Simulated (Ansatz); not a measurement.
Ansatz (a first-principles code) job for C2H2ClF3, SMILES FC(F)[C@H](F)Cl, PBE0/def2-SVPD. Coordinates come from a PBE-D3(BJ)/def2-SVP optimisation. The values are those of a single conformer.

Ansatz 0.2 input:
```yaml
crystal:
  periodic: [false, false, false]
  atoms:
    - {symbol: F, position_ang: [1.45649096, -1.43051148, 0.65339911]}
    - {symbol: C, position_ang: [0.97675297, -0.18549562, 0.36561940]}
    - {symbol: F, position_ang: [1.48322596, 0.21065572, -0.82633243]}
    - {symbol: C, position_ang: [-0.55477881, -0.27138540, 0.29406720]}
    - {symbol: F, position_ang: [-0.92494346, -1.06140957, -0.74510470]}
    - {symbol: Cl, position_ang: [-1.23572133, 1.37868358, 0.11175022]}
    - {symbol: H, position_ang: [1.29780863, 0.52442572, 1.16247934]}
    - {symbol: H, position_ang: [-0.95535215, -0.68937248, 1.24198951]}
basis:
  gaussian:
    orbitals: def2-SVPD
hamiltonian:
  xc: {name: PBE0}
```

Log of the run:

```
WARN ansatz: RAYON_NUM_THREADS=1 ignored (pool sized by the plan → 1); use --threads N
Functional definition: PBE0
integrals: 0.09 GiB planned
1307 factors; their error is unknown
mean field: 0.75 GiB planned
mean field evaluation 1: about -22752.7705 eV, gradient 3.3e1 eV
mean field evaluation 2: about -22751.6355 eV, gradient 4.4e1 eV
mean field evaluation 4: about -22754.3614 eV, gradient 1.4e0 eV
mean field evaluation 8: about -22754.3674 eV, gradient 1.5e-2 eV
mean field evaluation 16: about -22754.4774 eV, gradient 5.7e-5 eV
mean field -22754.47740097 eV, -836.2116209471 hartree, gradient 5.7e-5 eV, S^2 0.000000; 0 other end points of the search recorded, 0 dependent functions left out
reference -22754.47743904 eV, -836.2116223461 hartree; 29, 29 occupied and 123, 123 virtual orbitals, 1307 factors
Total energy: -22754.47743904 eV, -836.2116223461 hartree
```

The run converged.
